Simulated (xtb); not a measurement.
ClSi, SMILES [Si]Cl (connectivity only; charge and spin as stated), charge +1, multiplicity 1. All values are semi-empirical tight-binding results from xtb (GFN2-xTB unless named), good for trends rather than for accurate numbers. Coordinates come from a GFN2-xTB optimisation.

The point group as xtb finds it comes out as C∞v and the orbital gap is 3.65 eV. The static polarisability (D4 model) is 45.9 bohr³, the solvation energy, GFN2-xTB/ALPB(water) is -51.4 kcal/mol and the solvation energy, GFN2-xTB/ALPB(methanol) comes out as -48.0 kcal/mol.
